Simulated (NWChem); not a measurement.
System: CH4F2O2Si; SMILES FC[Si](O)(O)F

Here is an NWChem input.

```
start job
memory heap 200 mb stack 900 mb global 1100 mb
geometry units angstroms noautosym nocenter noautoz
  O     -1.231746     0.504958     1.120240
  Si     0.018568     0.392297     0.057214
  O      1.199781     1.433821     0.506249
  F     -0.556042     0.758976    -1.414242
  C      0.793218    -1.310950    -0.031616
  F     -0.193206    -2.240317    -0.313369
  H     -2.062855     0.084614     0.880596
  H      0.943664     2.319692     0.779518
  H      1.273675    -1.570555     0.927942
  H      1.573251    -1.359401    -0.811498
end
basis spherical
  O library 6-31g*
  Si library 6-31g*
  F library 6-31g*
  C library 6-31g*
  H library 6-31g*
end
dft
  xc hfexch
  iterations 150
  mulliken
end
task dft energy
esp
  recalculate
  probe 0.07
  range 0.3
  factor 1.0
  spacing 0.02
end
task esp
```

Geometry: optimised at PBE0/def2-SVP.

Atomic charges in e: unrestrained fits to the electrostatic potential beside Mulliken populations; buried atoms are poorly determined by the fit.

Atoms are numbered as in the input.

Give the results of this calculation. (Hartree-Fock/6-31G* (spherical d).) Quantities: ESP O1; Mulliken O1; ESP Si2; Mulliken Si2; ESP O3; Mulliken O3; ESP F4; Mulliken F4; ESP C5; Mulliken C5; relative RMS misfit of the potential (%).


| Item | Value |
|---|---|
| ESP O1 | -0.82 |
| Mulliken O1 | -0.89 |
| ESP Si2 | 1.29 |
| Mulliken Si2 | 1.55 |
| ESP O3 | -0.86 |
| Mulliken O3 | -0.88 |
| ESP F4 | -0.43 |
| Mulliken F4 | -0.53 |
| ESP C5 | 0.01 |
| Mulliken C5 | -0.15 |
| relative RMS misfit of the potential (%) | 16 |
